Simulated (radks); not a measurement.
Results of a calculation; reference values are marked as such.
Problem. The zirconium ion Zr4+, [Kr]. Code: a radial shooting solver on a logarithmic mesh with Libxc functionals. Model: non-relativistic Kohn-Sham, exchange-only B88, spin-polarised, spherical densities, point nucleus. Every spin shell is full or empty, so the densities are truly spherical. Functionals are evaluated on that one density, not self-consistently. Rank these exchange functionals by their error against the exact value of the orbitals, and give that value: LDA, B88, revPBE, RPBE, PW91, PW86, WC, B86b, APBE, TPSS, SCAN, Tao-Mo, TASK.

Solution. Exact: -109.423 hartree. From best to worst, with 100 (|E| - |E exact|)/|E exact| (equal figures are ties): B86b 0.00, B88 +0.02, PW91 -0.03, PW86 -0.08, TPSS -0.19, RPBE -0.22, SCAN +0.22, revPBE -0.28, APBE +0.35, Tao-Mo -0.74, WC -0.97, TASK -2.35, LDA -5.39.
